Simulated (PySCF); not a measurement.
## Diatomic anions of Cl with group 14

r²SCAN with double-zeta basis sets in PySCF, for the lowest determinant that a PBE0 search found; no spin–orbit coupling. De refers to high-spin ground-configuration atoms (the charge goes to the atom of lower measured ionisation energy or higher electron affinity, which is not always the lowest computed limit). A positive dipole points towards Cl; it is taken about the centre of mass and depends on that origin.

```tsv
M	basis	charged atom	state (unpaired electrons)	Re (Å)	ωe (cm⁻¹)	De (eV)	μ (D)
C	aug-cc-pVDZ/aug-cc-pV(D+d)Z	Cl−	triplet (π ↑↑)	1.879	488	2.05	3.77
Si	def2-SVPD	Cl−	triplet (π ↑↑)	2.297	342	1.98	2.17
Ge	aug-cc-pVDZ-PP/aug-cc-pV(D+d)Z	Cl−	triplet (π ↑↑)	2.374	276	1.96	-0.68
Sn	def2-SVPD	Cl−	triplet (π ↑↑)	2.594	241	1.79	-2.67
Pb	def2-SVPD	Cl−	triplet (π ↑↑)	2.702	216	1.62	-4.66
```

Problem. By what factor does the bond length vary along the series?

Solution. At r²SCAN it runs from 1.879 Å (CCl⁻) to 2.702 Å (PbCl⁻), a factor of 1.44.

The rows differ in basis set, which adds steps of its own.

Down a group the atoms grow and get heavier, so bonds lengthen and wavenumbers fall; this series shows no clear exception.

These are scalar-relativistic numbers at best; spin–orbit coupling would shift them, the dissociation energy most. For an ion De counts to the pair picked by the measured ionisation energies or electron affinities, which need not be the lowest pair at this level. The highest Kohn–Sham level is positive in some of these anions. Much of that is self-interaction error, but it also means that the finite basis helps to hold the extra electron. States were picked by a PBE0 search and need not be the measured ground states.
